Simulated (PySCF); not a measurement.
Cl3Sc, charge -1, doublet, at a GFN2-xTB geometry (such geometries of metal compounds can be far from the true shape) (the multiplicity is a formal guess) (in this run its highest filled SCF level lies above zero, so its values depend strongly on the basis, on diffuse functions most of all), atoms displaced at random by about 0.02 Å a coordinate. Base run: PySCF with HF/STO-3G.

PySCF was given this input:
```python
from pyscf import gto, scf
from pyscf.geomopt import geometric_solver

mol = gto.M(
    atom='''
Sc   -0.023421   -0.003657   -0.028653
Cl    2.159658   -0.370483   -0.643098
Cl   -0.810920   -0.928056    1.909939
Cl   -1.366819    1.309718   -1.311779
''',
    basis='sto-3g',
    charge=-1,
    spin=1,
    verbose=3,
)

def method(m):
    mf = scf.UHF(m)
    return mf

conv, mol_eq = geometric_solver.kernel(method(mol), maxsteps=100)
print('optimisation converged:', conv)
print(mol_eq.tostring(format='xyz'))
mf = method(mol_eq)
mf.kernel()
```

Variants of this job, named by their change:

| change | ΔE vs base (kcal/mol) | optimiser steps | core-seconds (rough) |
|---|---|---|---|
| base | 0.000 | 12 | 20 |
| coordsys = cart | 0.002 | 17 | 30 |
| coordsys = prim | 0.000 | 12 | 20 |
| convergence_set = GAU_TIGHT | 0.000 | 15 | 20 |
| coordsys = dlc | 0.000 | 12 | 20 |
| coordsys = hdlc | 0.000 | 14 | 20 |
| convergence_set = GAU_LOOSE | 0.000 | 12 | 20 |

Open shells are given as the SCF converged; they aren't shown to be the lowest states, and a large step between rows can be another state.
